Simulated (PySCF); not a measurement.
**C6H8F4: full NMR table**

```yaml
Formula: C6H8F4
SMILES: C/C(=C\CF)CC(F)(F)F
Point_group_of_the_computed_structure: C1
Degrees_of_unsaturation: 1
Carbon_signals: 6
Proton_signals: 4
```

Mapped SMILES: `[CH3:1]/[C:2](=[CH:3]\[CH2:4][F:5])[CH2:6][C:7]([F:8])([F:9])[F:10]`. Each H is labelled by its parent atom.

PySCF 2.14 calculation with GIAO CAM-B3LYP/pcSseg-1 shieldings and PBE0-D3(BJ)/def2-SVP structure; relativity neglected, one averaged value for each set of equivalent atoms, gas phase, a single conformation.

Shifts are taken against calculated references (same method and geometry level): 1H (σref 31.33), 13C (σref 182.45) vs TMS; 19F (σref 189.10) against CFCl3.

| carbon | δC, type | δH (multiplicity) | HMBC from (2–3 bonds) | span of the C tensor (ppm) |
| --- | --- | --- | --- | --- |
| C1 | 18.1, CH3 | 1.83 (s) | H(C3), H(C6) | 33 |
| C2 | 139.5, C | – | H(C3), H(C4), H(C6), H(C1) | 232 |
| C3 | 142.2, CH | 5.90 (m) | H(C4), H(C6), H(C1) | 191 |
| C4 | 81.1, CH2 | 5.05 (m) | H(C3) | 85 |
| C6 | 48.9, CH2 | 2.48 (m) | H(C3), H(C1) | 32 |
| C7 | 133.2, C | – | H(C6) | 6 |

Other nuclei:
| atoms | nucleus | environment | δ (ppm) | σ (ppm) |
| --- | --- | --- | --- | --- |
| F8/F9/F10 | 19F | fluorine of a CF3 group | -67.4 | 256.5 |
| F5 | 19F | fluorine on an sp3 carbon | -232.4 | 421.5 |

1. Carbon types of the structure: 2 × C, 1 × CH, 2 × CH2, 1 × CH3, which accounts for all hydrogens.
2. δC 142.2: alkene CH; the olefinic region.
3. δC 139.5: fully substituted alkene carbon; an sp2 carbon of a C=C bond.
4. δC 133.2: CF3 carbon; 3 electronegative neighbours deshield it.
5. δC 81.1: allylic sp3 CH2 bonded to F; pulled downfield by the heteroatom.
6. δH 5.90: hydrogen on an alkene CH; attached to an sp2 carbon and in the plane of the double bond.

Splittings by 19F in the carbon and heteronuclear signals aren't shown, as no couplings were computed. Shifts are as computed, not scaled to solution data. Of 1211 compounds with measured shifts, 218 miss one by over three times the rms of a fit or turn the order of signals round; such compounds aren't used in these exercises. Unscaled 19F shifts against computed CFCl3 carry errors that often reach 10 to 50 ppm. Multiplicities follow the n + 1 count of equivalent neighbours, as no J values were calculated; m marks all less simple cases, F and P coupling included.
